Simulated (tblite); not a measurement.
Species: C5H9OS (doublet state).
Numbering: `[CH2:1][C:2](=[O:3])[CH2:4][CH2:5][CH2:6][SH:7]` (hydrogens: H8, H9 on C1; H10, H11 on C4; H12, H13 on C5; H14, H15 on C6; H16 on S7)
Bond orders are those of one Lewis drawing.

Computed with GFN2-xTB (tblite), gas phase: L-BFGS steps from a force-field or distance-geometry start until the largest atomic force falls under 0.01 eV/Å.

Step 20: E = -612.7703 eV
```
atom  x, y, z in Å  |  force x, y, z in eV/Å
C1     -2.5541    0.4636    0.4747   -0.009   0.001  -0.011
C2     -1.4939   -0.3728    0.0592    0.000   0.014  -0.009
O3     -1.4225   -1.5656    0.3653    0.004   0.015   0.001
C4     -0.4313    0.2905   -0.8121    0.004   0.002   0.005
C5      0.8779   -0.4941   -0.8113   -0.015   0.014   0.004
C6      1.5383   -0.4942    0.5598   -0.001  -0.001  -0.013
S7      2.0487    1.1708    1.1166   -0.012  -0.014  -0.015
H8     -3.3500    0.0651    1.0778    0.000  -0.024   0.012
H9     -2.5813    1.5043    0.2098   -0.015   0.014  -0.004
H10    -0.2675    1.3138   -0.4686    0.030  -0.018   0.018
H11    -0.8308    0.3434   -1.8291    0.024  -0.013   0.008
H12     0.6645   -1.5341   -1.0717    0.008   0.029  -0.001
H13     1.5606   -0.0783   -1.5571   -0.007  -0.019   0.012
H14     2.4253   -1.1269    0.5724   -0.003   0.001   0.001
H15     0.8394   -0.8462    1.3174    0.014   0.009  -0.001
H16     2.9690    1.3696    0.1711   -0.021  -0.010  -0.006
```

Step 21: E = -612.7704 eV
```
atom  x, y, z in Å  |  force x, y, z in eV/Å
C1     -2.5543    0.4635    0.4741   -0.012   0.003  -0.010
C2     -1.4934   -0.3721    0.0586   -0.013   0.009   0.002
O3     -1.4213   -1.5643    0.3665    0.003   0.000   0.003
C4     -0.4312    0.2905   -0.8121    0.020   0.004   0.005
C5      0.8775   -0.4945   -0.8115    0.004   0.001   0.006
C6      1.5381   -0.4949    0.5597    0.000   0.001  -0.010
S7      2.0473    1.1714    1.1152   -0.016  -0.022  -0.009
H8     -3.3493    0.0644    1.0778   -0.001  -0.027   0.013
H9     -2.5829    1.5042    0.2101   -0.012   0.021  -0.008
H10    -0.2659    1.3123   -0.4668    0.030   0.006   0.023
H11    -0.8297    0.3460   -1.8288    0.016  -0.015  -0.005
H12     0.6642   -1.5343   -1.0723    0.005   0.024   0.000
H13     1.5615   -0.0796   -1.5566   -0.012  -0.014   0.008
H14     2.4258   -1.1277    0.5729   -0.020   0.012   0.000
H15     0.8385   -0.8457    1.3174    0.022   0.006  -0.004
H16     2.9676    1.3698    0.1701   -0.015  -0.009  -0.012
```

Step 22: E = -612.7707 eV
```
atom  x, y, z in Å  |  force x, y, z in eV/Å
C1     -2.5548    0.4633    0.4733   -0.015   0.004  -0.009
C2     -1.4930   -0.3712    0.0579   -0.022   0.004   0.012
O3     -1.4197   -1.5627    0.3679    0.001  -0.010   0.004
C4     -0.4307    0.2907   -0.8120    0.028   0.008   0.006
C5      0.8771   -0.4949   -0.8116    0.021  -0.012   0.005
C6      1.5379   -0.4956    0.5593    0.001   0.003  -0.003
S7      2.0454    1.1716    1.1134   -0.015  -0.021   0.000
H8     -3.3485    0.0631    1.0780    0.001  -0.025   0.010
H9     -2.5849    1.5043    0.2103   -0.009   0.018  -0.011
H10    -0.2634    1.3106   -0.4642    0.028   0.029   0.024
H11    -0.8281    0.3488   -1.8285    0.009  -0.015  -0.016
H12     0.6638   -1.5342   -1.0729    0.000   0.010   0.000
H13     1.5622   -0.0814   -1.5561   -0.011  -0.004   0.000
H14     2.4259   -1.1283    0.5735   -0.030   0.018  -0.001
H15     0.8378   -0.8450    1.3173    0.023   0.000  -0.004
H16     2.9655    1.3699    0.1688   -0.009  -0.008  -0.018
```

Step 23: E = -612.7709 eV
```
atom  x, y, z in Å  |  force x, y, z in eV/Å
C1     -2.5556    0.4633    0.4721   -0.016   0.004  -0.006
C2     -1.4927   -0.3702    0.0573   -0.021   0.000   0.017
O3     -1.4178   -1.5611    0.3696   -0.004  -0.013   0.004
C4     -0.4297    0.2911   -0.8118    0.024   0.013   0.008
C5      0.8769   -0.4956   -0.8116    0.027  -0.019   0.002
C6      1.5376   -0.4963    0.5589   -0.001   0.005   0.006
S7      2.0428    1.1715    1.1112   -0.008  -0.010   0.009
H8     -3.3476    0.0611    1.0784    0.005  -0.018   0.004
H9     -2.5875    1.5048    0.2103   -0.008   0.008  -0.010
H10    -0.2599    1.3092   -0.4607    0.022   0.044   0.020
H11    -0.8260    0.3519   -1.8284    0.005  -0.011  -0.017
H12     0.6633   -1.5339   -1.0737   -0.006  -0.012   0.000
H13     1.5628   -0.0836   -1.5555   -0.005   0.008  -0.012
H14     2.4256   -1.1288    0.5741   -0.028   0.016  -0.002
H15     0.8373   -0.8441    1.3171    0.018  -0.010   0.001
H16     2.9629    1.3698    0.1669   -0.005  -0.005  -0.021
```

Problem. Estimate the geometry and energy of step 24. (The exact step hangs on the optimiser's Hessian estimate; all steps are aligned on step 23, rigid shifts and turns removed.)

Solution. E = -612.7711 eV, largest force 0.044 eV/Å
```
atom  x, y, z in Å  |  force x, y, z in eV/Å
C1     -2.5568    0.4634    0.4709   -0.013   0.000  -0.005
C2     -1.4927   -0.3693    0.0570   -0.009   0.000   0.015
O3     -1.4163   -1.5597    0.3711   -0.010  -0.007   0.001
C4     -0.4283    0.2917   -0.8115    0.012   0.016   0.011
C5      0.8771   -0.4965   -0.8115    0.018  -0.016  -0.004
C6      1.5373   -0.4968    0.5586   -0.003   0.006   0.009
S7      2.0404    1.1712    1.1094    0.005   0.003   0.013
H8     -3.3466    0.0589    1.0789    0.007  -0.009  -0.002
H9     -2.5902    1.5054    0.2102   -0.007  -0.006  -0.009
H10    -0.2562    1.3086   -0.4572    0.014   0.041   0.009
H11    -0.8239    0.3543   -1.8285    0.006  -0.004  -0.006
H12     0.6627   -1.5340   -1.0745   -0.010  -0.027   0.002
H13     1.5633   -0.0854   -1.5551    0.002   0.015  -0.021
H14     2.4249   -1.1290    0.5746   -0.014   0.009  -0.001
H15     0.8373   -0.8435    1.3170    0.008  -0.019   0.007
H16     2.9604    1.3695    0.1647   -0.005  -0.004  -0.020
```

The energy changes by -0.0002 eV. The first-order estimate −F·Δx gives -0.0003 eV and the mean of the old and new forces, exact on a quadratic surface, -0.0002 eV. The step makes an angle of 71° with the force vector and moves no atom by more than 0.005 Å.

The cost below is that of the whole relaxation. Hardware: one thread, Arm Neoverse V2 (aarch64), shared host with 96 logical CPUs at a one-minute load of 45. Cost: 0.5 s wall.
